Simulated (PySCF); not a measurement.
MF for M along group 13

PBE0 with double-zeta basis sets in PySCF, for the lowest determinant that a PBE0 search found; no spin–orbit coupling. De refers to high-spin ground-configuration atoms. A positive dipole means M(−)F(+).

```csv
M,basis,state (unpaired electrons),Re (Å),ωe (cm⁻¹),De (eV),μ (D)
B,x2c-SVPall,singlet (closed shell),1.263,1427,7.85,1.20
Al,def2-SVPD,singlet (closed shell),1.698,765,6.74,-1.66
Ga,def2-SVP,singlet (closed shell),1.779,658,5.93,-1.88
In,def2-SVP,singlet (closed shell),1.996,565,5.26,-2.86
Tl,def2-SVP,singlet (closed shell),2.095,512,4.86,-3.67
```

(1) By what factor does the well depth vary along the series?

The rows differ in basis set, which adds steps of its own.

Relativity is treated differently too: B spin-free X2C; Al no relativity; Ga no relativity; In scalar-relativistic core potentials; Tl scalar-relativistic core potentials.

Down a group bonds as a rule get longer and wavenumbers fall, partly through the reduced mass; this series shows no clear exception.

Spin–orbit coupling is left out, which matters for elements this heavy, above all for dissociation energies.

Results:

(1) At PBE0 it runs from 4.86 eV (TlF) to 7.85 eV (BF), a factor of 1.62.
